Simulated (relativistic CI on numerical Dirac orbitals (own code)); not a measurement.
## Sensitivity of the levels of Zr¹⁷⁺ to α and to the nuclear radius

These numbers are calculated, not measured: Dirac-Coulomb-Breit CI, separate exchange-only KLI orbitals for each configuration, derivatives by finite differences, unscaled Slater integrals, QED left out (own radial code, finite nucleus).

CI space (outside the closed core [Ne]): 3s²3p⁶3d⁵, 3s²3p⁵3d⁶, 3s²3p⁴3d⁷, 3s3p⁶3d⁶, 3p⁶3d⁷, 3s²3p⁶3d⁴4s, 3s3p⁵3d⁷, 3s²3p⁶3d³4s². Levels of other configurations are missing.

With x = (α/α₀)² − 1 an excitation energy changes as ω = ω₀ + qx; K = 2q/ω₀ is the relative enhancement. Terms are leading LS components, so labels can repeat. The field-shift factor is F = δν/δ⟨r²⟩ for the transition from the lowest level.

Lowest level 3s²3p⁶3d⁵ ⁶S5/2.

```csv
Level,ω₀ (cm⁻¹),q (cm⁻¹),F (GHz/fm²)
3s²3p⁶3d⁵ ⁴G5/2,87540.2,-21190,-0.012
3s²3p⁶3d⁵ ⁴G7/2,95717.9,-3621,0.0935
3s²3p⁶3d⁵ ⁴G11/2,96464.6,-888.4,0.112
3s²3p⁶3d⁵ ⁴G5/2,96823.4,-1947,0.0875
3s²3p⁶3d⁵ ⁴P3/2,97621.8,-7097,0.0493
3s²3p⁶3d⁵ ⁴G9/2,98334.8,2269,0.127
3s²3p⁶3d⁵ ⁴P1/2,102873.5,71.4,0.0885
3s²3p⁶3d⁵ ⁴D7/2,115469.4,3129,0.115
3s²3p⁶3d⁵ ⁴D5/2,122281.9,6007,0.137
3s²3p⁶3d⁵ ⁴D1/2,123165.8,13150,0.165
3s²3p⁶3d⁵ ⁴D3/2,125353.8,14820,0.179
3s²3p⁶3d⁵ ²I11/2,138739.7,-2670,0.177
3s²3p⁶3d⁵ ²D5/2,142580.5,11210,0.187
3s²3p⁶3d⁵ ²I13/2,145286.0,6283,0.228
3s²3p⁶3d⁵ ²D3/2,145357.8,767,0.143
3s²3p⁶3d⁵ ²F7/2,148501.9,-5801,0.11
3s²3p⁶3d⁵ ⁴F9/2,152509.6,-4104,0.156
3s²3p⁶3d⁵ ⁴F5/2,160108.9,8950,0.214
3s²3p⁶3d⁵ ²F7/2,166812.0,21300,0.286
3s²3p⁶3d⁵ ²H9/2,167155.8,6614,0.237
3s²3p⁶3d⁵ ⁴F3/2,169968.5,20970,0.272
3s²3p⁶3d⁵ ²G7/2,177267.7,10690,0.215
3s²3p⁶3d⁵ ²F5/2,180783.4,20050,0.286
```

At this charge energies of transitions that change n are usually good to better than 1 %, and those within a shell (Δn = 0) to a few per cent. Terms inside the open d or f shell come out 10 to 20 % too wide with unscaled integrals.

Q: Which transition from the lowest level has the largest |K|?

A: 3s²3p⁶3d⁵ ⁴G5/2 at 87540.2 cm⁻¹, K = -0.484.
